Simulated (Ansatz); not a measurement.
Basis-set extrapolation for C3H11BSi (`CB[SiH2]CC`) (PBE0-D4/def2-TZVP geometry, frozen core, Ansatz). Multiplicity 1, RHF reference.

```json
{"": "HF", "def2-TZVPP": "-433.672003", "def2-QZVPP": "-433.687855"}
{"": "MP2 correlation", "def2-TZVPP": "-0.760401", "def2-QZVPP": "-0.808895"}
{"": "CCSD(T) correlation", "def2-TZVPP": "-0.863347", "def2-QZVPP": "not run"}
```

Energies in hartree. Use E(X) = E(∞) + A·exp(−7.88·√X) for Hartree–Fock and E(X) = E(∞) + B·X^(−2.97) for correlation, with X = 3 and 4, and add CCSD(T) minus MP2 of the smaller set to the MP2 limit.

Q: What is the CCSD(T) energy at the basis-set limit?

A: HF limit: -433.687855 + (-0.015852) × 0.13774 = -433.69004. MP2 limit: -0.808895 + (-0.048494) × 0.74074 = -0.84482. Higher-order term: -0.863347 − (-0.760401) = -0.10295. Total: -434.63781 hartree, 64.3 kcal/mol below CCSD(T)/def2-TZVPP.
